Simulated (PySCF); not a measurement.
A thermochemical cycle for HgP

r²SCAN in PySCF with def2-SVPD on every atom (core potentials on Hg), for the lowest determinant that a PBE0 search found; no spin–orbit coupling. HgP, a quartet (σ ↑, π ↑↑), has De = 0.15 eV to neutral atoms, and HgP⁺, a triplet (π ↑↑), has De = 2.51 eV to Hg⁺ + P.

The adiabatic ionisation energy of HgP, between the minima, is 7.97 eV.

Which ionisation energy of the Hg atom does this level give?

IE(Hg) = IE(molecule) + De(ion) − De(neutral) = 7.97 + 2.51 − 0.15 = 10.33 eV; the measured value is 10.438 eV (NIST ASD).

Weak bonds: HgP. Basis-set superposition, not corrected here, can be much of De in a small basis, most of all at correlated wavefunction levels. Spin–orbit coupling is left out, which matters for elements this heavy, above all for dissociation energies. For an ion De counts to the pair picked by the measured ionisation energies or electron affinities, which need not be the lowest pair at this level. States were picked by a PBE0 search and need not be the measured ground states.
